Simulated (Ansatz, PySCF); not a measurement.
Pulling on the N2–H5 bond in aminoborane (SMILES BN) (multiplicity 1 held, fragments rigid). Energies count from the point at 1.007 Å.
Geometry at that point (charge 0, multiplicity 1):
```xyz
6

B     -0.77598     0.04477    -0.00303
N      0.60928    -0.03515     0.00238
H     -1.41382    -0.96287    -0.03106
H     -1.29389     1.11910     0.02047
H      1.20971     0.77280     0.02532
H      1.11297    -0.90681    -0.01625
```

R- and RO- levels are restricted; in cc, def2 and unpolarised 6-31G sets they are followed outwards from rest. U- levels take the lowest unrestricted solution at each point, which mixes spins at long bonds. Active spaces are followed from a long bond inwards. Curves can end on different states.

Cores are frozen in the correlated methods. Rows in 3-21G, 6-31G* carry no dispersion term and start afresh at each structure (6-31G* with six Cartesian d functions). MP2/6-31G* freezes PySCF's default core.

Codes used: Ansatz (a quantum-chemistry and plane-wave program); PySCF for 3-21G rows, 6-31G* rows. 

Energies in kcal/mol.

| R (Å) | R-HF/3-21G | U-HF/6-31G* | R-PBE/cc-pVTZ | U-B3LYP/cc-pVTZ | R-MP2/6-31G* | FIC-MRCISD+Q on CASSCF(2,2)/cc-pVTZ |
|---|---|---|---|---|---|---|
| 0.806 | 34.0 | 33.4 | 35.5 | 33.7 | 36.7 | 33.7 |
| 0.906 | 6.3 | 5.8 | 7.4 | 6.6 | 7.5 | 6.5 |
| 1.007 | 0.0 | 0.0 | 0.0 | 0.0 | 0.0 | 0.0 |
| 1.108 | 5.2 | 5.9 | 3.6 | 4.4 | 4.2 | 4.6 |
| 1.208 | 16.4 | 17.9 | 12.9 | 14.4 | 14.3 | 14.9 |
| 1.359 | 38.3 | 40.5 | 31.1 | 33.8 | 34.0 | 34.6 |
| 1.510 | 61.9 | 64.2 | 50.1 | 54.0 | 54.7 | 54.8 |
| 1.762 | 99.9 | 87.6 | 78.5 | 84.3 | 85.7 | 83.7 |
| 2.014 | 133.0 | 96.3 | 100.6 | 105.9 | 110.1 | 104.0 |
| 2.316 | 165.5 | 100.0 | 119.9 | 117.8 | 130.7 | 118.0 |
| 2.719 | 198.3 | 101.5 | 136.5 | 123.5 | 145.1 | 125.7 |
| 3.222 | 226.4 | 101.9 | 148.0 | 125.5 | 146.9 | 128.4 |

Doubts at one or more of the structures used: a restricted determinant that unrestricted orbitals would lower (R-HF/3-21G, R-PBE/cc-pVTZ, R-MP2/6-31G*); a spin-contaminated determinant (U-HF/6-31G*, U-B3LYP/cc-pVTZ).
